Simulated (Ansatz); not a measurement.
System: C2H6BO2, charge 0, multiplicity 2. It need not be the lowest isomer of its formula. 
Structure (B3LYP-D3(BJ)/def2-TZVP (Ansatz, a first-principles code) minimum search):
SMILES: O([CH2])BOC
```xyz
11

B      0.0426     0.7522    -0.0293
O      1.3972     0.5489    -0.0550
C      1.9805    -0.6739    -0.0233
O     -0.7962    -0.3071     0.0311
C     -2.2088    -0.1535     0.0601
H     -0.3453     1.8789    -0.0622
H      3.0569    -0.6751    -0.0498
H      1.3656    -1.5586     0.0250
H     -2.6378    -0.6714    -0.7984
H     -2.5942    -0.6047     0.9750
H     -2.4961     0.8995     0.0275
```
Charge 0, spin multiplicity 2.

Computed values are from Ansatz. Correlated levels leave the core frozen unless marked. Open shells are spin-unrestricted. Spin-orbit coupling is left out. No relativistic terms. CBS(X,Y): correlation extrapolated as X^-3; Hartree-Fock from the larger set. [CCSD(T)-MP2]/basis is that difference in the basis named.

Problem. What is the total energy at RI-MP2/CBS(cc-pVTZ,cc-pVQZ)+[CCSD(T)-MP2]/cc-pVTZ?

Solution. -254.8588 Eh.

Problem. What is the T1 diagnostic at CCSD/cc-pVTZ?

Solution. 0.015.

Problem. What is the dipole moment at CCSD(T)/aug-cc-pVDZ?

Solution. 1.82 D.

Problem. What is the atomisation energy De at RI-MP2/CBS(cc-pVTZ,cc-pVQZ)+[CCSD(T)-MP2]/cc-pVTZ?

Solution. 4367.4 kJ/mol.
